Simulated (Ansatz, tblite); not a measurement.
Forces on the cluster Ge₂Te₃ at its B3LYP-D4/def2-SVP geometry. The state is a singlet with charge 0.

In the def2 sets Te takes a core potential; there is no spin–orbit coupling. The xTB rows come from tblite. The structure comes from a short search, and lower isomers may exist.

GFN1-xTB (tblite), largest force 2.15 eV/Å:

```xyz
5
positions Å, forces eV/Å
Ge   -1.428    0.088   -0.947    1.792    0.098    1.189
Ge    1.289   -0.741    0.855   -1.535    1.113   -1.019
Te    1.086    1.496   -0.950   -1.079   -1.366    0.998
Te   -0.452    1.497    1.369    0.499   -1.368   -1.381
Te   -0.496   -2.340   -0.328    0.323    1.522    0.213
```

GFN2-xTB (tblite), largest force 1.23 eV/Å:

```
Ge 1.019 0.117 0.676
Ge -0.848 0.687 -0.563
Te -0.657 -0.719 0.660
Te 0.352 -0.719 -0.861
Te 0.134 0.634 0.089
```

PBE-D4/def2-TZVP (Ansatz), largest force 0.41 eV/Å:

```
Ge 0.344 0.003 0.228
Ge -0.301 0.200 -0.200
Te -0.238 -0.151 0.290
Te 0.174 -0.152 -0.332
Te 0.021 0.100 0.014
```
